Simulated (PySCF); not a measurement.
Computed shifts of a molecule C2H6F2Si, PySCF with PBE/pcSseg-1, GIAO, gas phase, atoms alike by connectivity averaged where their shifts nearly agree, in ppm (number of nuclei): ²⁹Si: 2.1 (1). ¹⁹F: -183.4 (2). ¹³C: 14.2 (1), 7.6 (1). ¹H: 5.53 (1), 1.44 (3), 0.97 (2). References: ²⁹Si against TMS (σ = 335.4 ppm); ¹⁹F against CFCl3 (σ = 133.6 ppm); ¹³C against TMS (σ = 182.0 ppm); ¹H against TMS (σ = 31.49 ppm), references at their B3LYP-D3(BJ)/def2-TZVP geometries, non-relativistic. Geometry: PBE0-D3(BJ)/def2-SVP. Other conformers were not sampled.

Problem. Which structure fits?
A) CC(F)(F)[SiH3]
B) CC[SiH](F)F
C) C[Si@H](F)CF
D) C[Si](C)(F)F

Solution. B, CC[SiH](F)F
